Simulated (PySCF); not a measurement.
Si(H)(F) anion (FHSi), SMILES F[SiH] (connectivity only; charge and spin as stated), charge -1, multiplicity 2. Atoms are numbered in the order given.

```xyz
3

Si     0.1189     0.6279     0.0000
H     -1.4166     0.9268     0.0000
F     -0.0275    -1.0798     0.0000
```
Charge -1, spin multiplicity 2.

Geometry optimised at B3LYP-D3(BJ)/def2-TZVPD. The spin state was assumed, not searched. The isomer is the one that the SMILES or the coordinates give; other isomers of the formula were not compared.

All values below come from PBE/pcH-1 run with PySCF.

Unrestricted Kohn–Sham, ⟨S²⟩ = 0.753. Hyperfine tensors hold the contact and dipolar terms, without spin-orbit corrections.

Computed hyperfine couplings:
```tsv
nucleus	A(iso) (MHz)	A(iso) (G)	dipolar principal values (MHz)
29Si no. 1	-2.8	-1.0	-157.7, 74.8, 83.0
1H no. 2	-27.6	-9.9	-10.9, 4.3, 6.5
19F no. 3	69.8	24.9	-153.3, -152.0, 305.3
```

**Question.** And the g tensor (effective nuclear charges for spin-orbit coupling, GIAO)? (Estimate from the structure and the level; the computed values follow.)

**Answer.** principal values 2.0002, 2.0023, 2.0101; isotropic 2.0042.
